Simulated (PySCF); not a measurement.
BiBr2, charge +1, singlet, at a GFN2-xTB geometry (such geometries of metal compounds can be far from the true shape) (core potentials on Bi); DF-R2SCAN/def2-TZVP (PySCF).

The PySCF input:
```python
from pyscf import gto, scf, dft

mol = gto.Mole()
mol.atom = '''
    Bi    0.671282    0.356821    0.221934
    Br   -1.134302    0.941785   -1.434148
    Br   -0.457595   -1.787960    0.907847
'''
mol.basis = 'def2-tzvp'
mol.ecp = {'Bi': 'def2-tzvp'}
mol.charge = 1
mol.spin = 0
mol.verbose = 4
mol.build()

mf = dft.RKS(mol)
mf.xc = 'r2scan'
mf.grids.radi_method = dft.radi.delley
mf = mf.density_fit(auxbasis='def2-universal-jkfit')
mf.kernel()
```

Q: What does PySCF print? Leave out banner, timings and long lists.

A: 
```
PySCF version 2.14.0

[INPUT] verbose = 4
[INPUT] num. atoms = 3
[INPUT] num. electrons = 92
[INPUT] charge = 1
[INPUT] spin (= nelec alpha-beta = 2S) = 0
[INPUT] symmetry False subgroup None
[INPUT] Mole.unit = angstrom
[INPUT] Symbol           X                Y                Z      unit          X                Y                Z       unit  Magmom
[INPUT]  1 Bi     0.671282000000   0.356821000000   0.221934000000 AA    1.268539132350   0.674293965493   0.419394477729 Bohr   0.0
[INPUT]  2 Br    -1.134302000000   0.941785000000  -1.434148000000 AA   -2.143520122546   1.779715718224  -2.710146942093 Bohr   0.0
[INPUT]  3 Br    -0.457595000000  -1.787960000000   0.907847000000 AA   -0.864729225970  -3.378754721677   1.715582193008 Bohr   0.0

nuclear repulsion = 515.354665872126
number of shells = 48
number of NR pGTOs = 297
number of NR cGTOs = 146
basis = def2-tzvp
ecp = {'Bi': 'def2-tzvp'}

******** <class 'pyscf.df.df_jk.DFRKS'> ********
method = DFRKS
initial guess = minao
damping factor = 0
level_shift factor = 0
DIIS = <class 'pyscf.scf.diis.CDIIS'>
diis_start_cycle = 1
diis_space = 8
diis_damp = 0
SCF conv_tol = 1e-09
SCF conv_tol_grad = None
SCF max_cycles = 50
direct_scf = False
XC library pyscf.dft.libxc version 7.1.2
    S. Lehtola, C. Steigemann, M. J. T. Oliveira, and M. A. L. Marques,  SoftwareX 7, 1–5 (2018)
XC functionals = r2scan
    J. W. Furness, A. D. Kaplan, J. Ning, J. P. Perdew, and J. Sun,  J. Phys. Chem. Lett. 11, 8208–8215 (2020)
    J. W. Furness, A. D. Kaplan, J. Ning, J. P. Perdew, and J. Sun,  J. Phys. Chem. Lett. 11, 9248–9248 (2020)
    J. W. Furness, A. D. Kaplan, J. Ning, J. P. Perdew, and J. Sun,  J. Phys. Chem. Lett. 11, 8208–8215 (2020)
    J. W. Furness, A. D. Kaplan, J. Ning, J. P. Perdew, and J. Sun,  J. Phys. Chem. Lett. 11, 9248–9248 (2020)
radial grids: B. Delley radial grids. Ref. JCP 104, 9848 (1996); DOI:10.1063/1.471749. log2 algorithm
becke partition: Becke, JCP 88, 2547 (1988); DOI:10.1063/1.454033
pruning grids: <function nwchem_prune>
grids dens level: 3
symmetrized grids: False
atomic radii adjust function: <function treutler_atomic_radii_adjust>
small_rho_cutoff = 0
Set gradient conv threshold to 3.16228e-05
Initial guess from minao.
tot grids = 62664
init E= -5326.64664892974
  HOMO = -0.584682552788477  LUMO = -0.580070449879266  gap/eV = 0.12550
cycle= 1 E= -5360.02527142273  delta_E= -33.4  |g|= 3.27  |ddm|= 11.8
  HOMO = -0.135173945580382  LUMO = -0.132292439281327  gap/eV = 0.07841
cycle= 2 E= -5341.90024896827  delta_E= 18.1  |g|= 11.4  |ddm|= 20.2
  HOMO = -0.381901340253336  LUMO = -0.165446014309761  gap/eV = 5.89005
cycle= 3 E= -5361.33729890491  delta_E= -19.4  |g|= 2.33  |ddm|=   18
  HOMO = -0.427744495436551  LUMO = -0.334394731112456  gap/eV = 2.54018
cycle= 4 E= -5362.78423962885  delta_E= -1.45  |g|= 0.493  |ddm|= 2.97
  HOMO = -0.460947571288228  LUMO = -0.378585330764287  gap/eV = 2.24119
cycle= 5 E= -5362.81148436799  delta_E= -0.0272  |g|= 0.204  |ddm|= 0.693
  HOMO = -0.461207577295499  LUMO = -0.385910573914514  gap/eV = 2.04894
cycle= 6 E= -5362.81698506325  delta_E= -0.0055  |g|= 0.0329  |ddm|= 0.167
  HOMO = -0.461031220201153  LUMO = -0.382308795586177  gap/eV = 2.14215
cycle= 7 E= -5362.81729495876  delta_E= -0.00031  |g|= 0.0136  |ddm|= 0.0616
  HOMO = -0.460356160056461  LUMO = -0.38234245622511  gap/eV = 2.12286
cycle= 8 E= -5362.81735189319  delta_E= -5.69e-05  |g|= 0.000789  |ddm|= 0.0146
  HOMO = -0.460364878662092  LUMO = -0.382324782233421  gap/eV = 2.12358
cycle= 9 E= -5362.81735163599  delta_E= 2.57e-07  |g|= 0.00109  |ddm|= 0.00221
  HOMO = -0.460369333744849  LUMO = -0.382342324168782  gap/eV = 2.12322
cycle= 10 E= -5362.81735202357  delta_E= -3.88e-07  |g|= 0.000346  |ddm|= 0.00181
  HOMO = -0.460374195542197  LUMO = -0.382358277988284  gap/eV = 2.12292
cycle= 11 E= -5362.81735206472  delta_E= -4.12e-08  |g|= 5.8e-05  |ddm|= 0.000485
  HOMO = -0.460379368251769  LUMO = -0.382356955397357  gap/eV = 2.12310
cycle= 12 E= -5362.8173520657  delta_E= -9.8e-10  |g|= 3.17e-05  |ddm|= 0.000101
  HOMO = -0.460375976101073  LUMO = -0.382355874909393  gap/eV = 2.12304
cycle= 13 E= -5362.81735206595  delta_E= -2.49e-10  |g|= 2.39e-06  |ddm|= 3.58e-05
  HOMO = -0.460376203243536  LUMO = -0.382355587750185  gap/eV = 2.12305
Extra cycle  E= -5362.81735206594  delta_E= 5.46e-12  |g|= 4.45e-06  |ddm|= 7.7e-06
converged SCF energy = -5362.81735206594
```
